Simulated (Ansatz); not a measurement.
Program: Ansatz. Geometries: PBE0-D4/def2-TZVP. ΔE: electronic, gas phase. CCSD(T)/CBS adds triple-zeta CCSD(T) − MP2 to the extrapolated MP2 energy (def2 sets, frozen cores). This one scheme is used for every species. For Zn outer-core shells are correlated without core-valence functions, which leaves a few kJ/mol of doubt a bond. Scalar relativity is left out up to krypton. One conformer a species, not always the lowest.

Consider the ligand exchange at a Zn–O bond: `[SiH3][O][Zn][SH]` + H₂S → `[SH][Zn][SH]` + `O[SiH3]`.

```json
{"species": "`[SiH3][O][Zn][SH]`", "CCSD(T)/CBS(def2) energy (Eh)": "-2542.90887"}
{"species": "H₂S", "CCSD(T)/CBS(def2) energy (Eh)": "-398.97279"}
{"species": "`[SH][Zn][SH]`", "CCSD(T)/CBS(def2) energy (Eh)": "-2575.20405"}
{"species": "`O[SiH3]`", "CCSD(T)/CBS(def2) energy (Eh)": "-366.69042"}
```

Q: Work out ΔE.

A: ΔE = (-2575.20405) + (-366.69042) − (-2542.90887) − (-398.97279) = -0.01281 Eh = -33.6 kJ/mol.

Largest T1 diagnostic among the species: 0.015.

Leaving LDA and LC-ωPBE aside and taking each functional with its dispersion term where it has one, the values, not all of them listed here, spread over 13.7 kJ/mol, from HSE06-D4 to CAM-B3LYP-D4. At CCSD(T), def2-SVP lies +24.8 kJ/mol from the extrapolated value and def2-TZVPP +5.5 kJ/mol.
